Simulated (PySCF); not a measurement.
## As: ionisation energy

As [Ar] 3d10 4s2 4p3 (4S) → As⁺ [Ar] 3d10 4s2 4p2 (3P), as a difference of total energies. Calculation: PySCF 2.14, in aug-cc-pVQZ-PP with ECP10MDF (7s6p5d3f2g, 89 functions); a scalar-relativistic core potential. Correlated levels: valence: 3s2 3p6 3d10 frozen. The calculations carry no spin-orbit coupling.

```csv
method,ionisation energy (eV),error (eV)
UHF,9.409,-0.599
LDA,9.981,-0.027
PBE,9.844,-0.164
PBE0,9.912,-0.096
r2SCAN,10.065,+0.057
wB97X,9.644,-0.364
B97-3,9.717,-0.291
MN15,9.754,-0.254
wB97M-V,9.727,-0.281
MP2 (valence),9.931,-0.077
SCS-MP2 (valence),9.778,-0.230
```

Reference: 10.008 eV (measured; NIST levels, between the centres of gravity of the two terms).

Errors of the correlated levels include the incompleteness of this basis and the frozen core.
